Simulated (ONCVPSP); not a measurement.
# LDA (Perdew-Zunger) ONCV dataset for nickel, scalar-relativistic all-electron reference.

| Item | Value |
| --- | --- |
| Element | nickel |
| Generator | ONCVPSP 4.0.1 |
| Type | optimised norm-conserving Vanderbilt (ONCV) |
| Functional | LDA (Perdew-Zunger) |
| Relativity | scalar-relativistic |
| Frozen core | [Ne] |
| Valence charge | 18 |
| Reference configuration | 3s2 3p6 3d8 4s2 |
| Partial waves | 3s+4s: rc 1.50 bohr, ncon 4, nbas 7, qcut 9.9 1/bohr, 2 projectors; 3p: rc 1.10 bohr, ncon 4, nbas 9, qcut 15.4 1/bohr, 1 projector; 3d: rc 1.10 bohr, ncon 4, nbas 9, qcut 15 1/bohr, local; f scattering state at 0.36 Ha: rc 1.10 bohr, ncon 5, nbas 9, qcut 10.1 1/bohr, 1 projector |
| Local potential | the d channel |
| Core correction | Teter function, fcfact 2.25, rcfact 1.65 |

- Cutoffs needed: 84 Ha and 95 Ha (the cutoffs (Ha) at which the residual kinetic energy of the hardest occupied pseudo-wave falls to 1 and 0.1 mHa per electron)
- Ghost test: no bound ghost flagged; GHOST(+) flagged for s at 466.2 eV
- Largest excitation error: -31 meV (all-electron minus pseudo) for 3s2 3p6 3d7 4s0, out of 4 test configurations
- rms error of d²Exc/dni dnj: 3.32 mHa without and 0.96 mHa with the model core
